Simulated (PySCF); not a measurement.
# In3N: from structure and modes to constants

All numbers come from PySCF, PBE0, basis N def2-SVP, In def2-SVP with ECP28 (scalar-relativistic core potentials, no spin–orbit coupling, density fitting).

The singlet minimum has D3h symmetry. Masses (u): N 14.00307, In 114.90388.

```xyz
4
charge 0 multiplicity 1, angstrom
N     0.0000    0.0000    0.0000
In    2.1138    0.0000    0.0000
In   -1.0569    1.8306    0.0000
In   -1.0569   -1.8306    0.0000
```

Harmonic wavenumbers (cm⁻¹): 65.4 (e', ×2), 144.5 (a2'', ×1), 186.4 (a1', ×1), 599.7 (e', ×2).

**Question.** Find the principal moments of inertia and the rotational constants. What kind of rotor is it?

**Answer.** About the centre of mass I = 770.11, 770.11, 1540.2 u Å². With B = 16.8576/I this gives 0.02189, 0.02189, 0.01094 cm⁻¹. The molecule is an oblate symmetric top.

**Question.** What is the harmonic zero-point energy?

**Answer.** Half the sum of all 6 wavenumbers, 1661/2 = 831 cm⁻¹, which is 9.9 kJ/mol (1 cm⁻¹ = 0.0119627 kJ/mol).

**Question.** Find the vibrational entropy and heat capacity at 298.15 K.

**Answer.** With u = 1.43878 ω/T, each mode gives S = R[u/(eᵘ−1) − ln(1−e⁻ᵘ)] and C = R u² eᵘ/(eᵘ−1)².
```json
{"ω (cm⁻¹)": "65.4 (×2)", "u": "0.316", "S (J/(mol K))": "17.94", "C (J/(mol K))": "8.25"}
{"ω (cm⁻¹)": "144.5", "u": "0.697", "S (J/(mol K))": "11.48", "C (J/(mol K))": "7.99"}
{"ω (cm⁻¹)": "186.4", "u": "0.900", "S (J/(mol K))": "9.47", "C (J/(mol K))": "7.78"}
{"ω (cm⁻¹)": "599.7 (×2)", "u": "2.894", "S (J/(mol K))": "1.88", "C (J/(mol K))": "4.32"}
```
The sums over all modes are S = 60.6 and C = 40.9 J/(mol K); the softest mode gives 30 % of the entropy (each member, where degenerate).

**Question.** Give the standard entropy (298.15 K, 1 bar) by its translational, rotational, vibrational and spin parts, and Cp.

**Answer.** Sackur–Tetrode with M = 358.71 u gives 182.2; rotation with symmetry number 6 gives 119.4; vibration 60.6; spin R ln 1 = 0.0. The total is 362.2 J/(mol K), and Cp = 4 R + 40.9 = 74.1 J/(mol K).

This need not be the most stable arrangement of these atoms.
